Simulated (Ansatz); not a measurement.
Ansatz (a program for electronic structure) input for TaF4, SMILES [F][Ta+]([F])([F])[F], charge +1, multiplicity 1, PBE-D3(BJ)/def2-SVP. 

Ansatz 0.2 input:
```yaml
crystal:
  periodic: [false, false, false]
  atoms:
    - {symbol: Ta, position_ang: [0.00000000, 0.00000000, 0.00000000]}
    - {symbol: F, position_ang: [-1.05052430, 1.05052430, -1.05052430]}
    - {symbol: F, position_ang: [1.05052430, 1.05052430, 1.05052430]}
    - {symbol: F, position_ang: [1.05052430, -1.05052430, -1.05052430]}
    - {symbol: F, position_ang: [-1.05052430, -1.05052430, 1.05052430]}
basis:
  gaussian:
    orbitals: def2-SVP
hamiltonian:
  xc: pbe
  dispersion: d3bj
total_charge: 1
relax: {f_tol: 0.002, max_steps: 200}
```

It prints:

```
WARN ansatz: RAYON_NUM_THREADS=1 ignored (pool sized by the plan → 1); use --threads N
Functional definition: PBE
integrals: 0.03 GiB planned
896 factors; their error is unknown
mean field: 0.20 GiB planned
mean field evaluation 1: about -12381.4101 eV, gradient 1.1e2 eV
mean field evaluation 2: about -12158.8930 eV, gradient 3.6e2 eV
mean field evaluation 4: about -12400.4525 eV, gradient 1.2e1 eV
mean field evaluation 8: about -12400.7324 eV, gradient 2.8e-3 eV
mean field evaluation 16: about -12400.6693 eV, gradient 4.6e-5 eV
mean field -12400.66934155 eV, -455.7161928264 hartree, gradient 4.6e-5 eV, S^2 0.000000; 0 other end points of the search recorded, 0 dependent functions left out
the calculation of the forces begins
reference -12400.66940640 eV, -455.7161952094 hartree; 24, 24 occupied and 64, 64 virtual orbitals, 896 factors
relax step   1: F+E_penalty+E_count = -12400.73478813 eV  Δ(F+E_penalty+E_count) = +0.000e0 eV  max|allowed force component| = 1.726e-1 eV/Å  Δτ_max = 0.0000 Å  (26 SCF iters, accepted)
these checks for a lower state are left out or cut short: starts, cluster_reference, orbital_swaps, neighbouring_geometries, increment
integrals: 0.03 GiB planned
896 factors; their error is unknown
mean field: 0.20 GiB planned
mean field -12400.67379490 eV, -455.7163564839 hartree, gradient 2.3e-5 eV, S^2 0.000000; 0 other end points of the search recorded, 0 dependent functions left out
the calculation of the forces begins
reference -12400.67385977 eV, -455.7163588679 hartree; 24, 24 occupied and 64, 64 virtual orbitals, 896 factors
relax step   2: F+E_penalty+E_count = -12400.73907484 eV  Δ(F+E_penalty+E_count) = -4.287e-3 eV  max|allowed force component| = 2.047e-3 eV/Å  Δτ_max = 0.0073 Å  (25 SCF iters, accepted)
these checks for a lower state are left out or cut short: starts, cluster_reference, orbital_swaps, neighbouring_geometries, increment
integrals: 0.03 GiB planned
896 factors; their error is unknown
mean field: 0.20 GiB planned
mean field -12400.67379353 eV, -455.7163564337 hartree, gradient 1.5e-5 eV, S^2 0.000000; 0 other end points of the search recorded, 0 dependent functions left out
the calculation of the forces begins
reference -12400.67385840 eV, -455.7163588177 hartree; 24, 24 occupied and 64, 64 virtual orbitals, 896 factors
relax step   3: F+E_penalty+E_count = -12400.73907546 eV  Δ(F+E_penalty+E_count) = -6.182e-7 eV  max|allowed force component| = 1.011e-5 eV/Å  Δτ_max = 0.0001 Å  (16 SCF iters, accepted)
integrals: 0.03 GiB planned
896 factors; their error is unknown
mean field: 0.20 GiB planned
mean field evaluation 32: about -12381.1798 eV, gradient 1.1e2 eV
mean field -12400.67379353 eV, -455.7163564337 hartree, gradient 1.5e-5 eV, S^2 0.000000; 1 other end points of the search recorded, 0 dependent functions left out
the calculation of the forces begins
reference -12400.67385840 eV, -455.7163588177 hartree; 24, 24 occupied and 64, 64 virtual orbitals, 896 factors
Total energy: -12400.73914033 eV, -455.7187578842 hartree
Atom 0 at    -0.000000     0.000000    -0.000000 Å, force    -0.000000     0.000000     0.000000 eV/Å
Atom 1 at    -1.054690     1.054690    -1.054690 Å, force     0.000010    -0.000010     0.000010 eV/Å
Atom 2 at     1.054690     1.054690     1.054690 Å, force    -0.000010    -0.000010    -0.000010 eV/Å
Atom 3 at     1.054690    -1.054690    -1.054690 Å, force    -0.000010     0.000010     0.000010 eV/Å
Atom 4 at    -1.054690    -1.054690     1.054690 Å, force     0.000010     0.000010    -0.000010 eV/Å
Dipole moment:     0.000000    -0.000000     0.000000 e Å
```

The run converged.
